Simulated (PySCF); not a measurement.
**Computed properties of SeHI, SMILES [SeH]I**

SeHI, SMILES [SeH]I. Coordinates come from a B3LYP-D3(BJ)/def2-TZVP optimisation. The def2 effective core potentials stand for the cores of I; spin–orbit coupling is left out. Other conformers were not sampled. All values are computed for the isolated molecule unless a solvent is named; none is compared with measurement here.

**Structure.** The optimised structure has Cs symmetry. All 3 harmonic modes at B3LYP-D3(BJ)/def2-TZVP (PySCF) are real, so it is a minimum.

**Vibrations.** The strongest infrared lines (harmonic, unscaled, degenerate partners summed) lie at 2395 cm⁻¹ (5 km/mol, H 99 %), 706 cm⁻¹ (2 km/mol, H 99 %), 245 cm⁻¹ (1 km/mol, Se 61 %, I 39 %). The softest mode is at 245 cm⁻¹ and the zero-point energy is 4.8 kcal/mol.

**Electronic structure.** r2SCAN/def2-TZVPD (PySCF) places the frontier levels at -5.95 and -3.69 eV, a gap of 2.26 eV, and gives a dipole moment of 0.75 D and a mean polarisability of 65.5 bohr³. PBE/def2-TZVPD (PySCF) at the same geometry gives -5.70 and -3.77 eV, so its gap is 0.33 eV narrower. An orbital gap is neither the optical nor the fundamental gap.

**Excitations.** TDDFT-ωB97X/def2-TZVPD (PySCF) has S1 at 2.50 eV (497 nm, f = 0.002, dark); the most intense of the 10 singlets computed lies at 6.60 eV (f = 0.35). T1 (TDA) is at 1.94 eV.
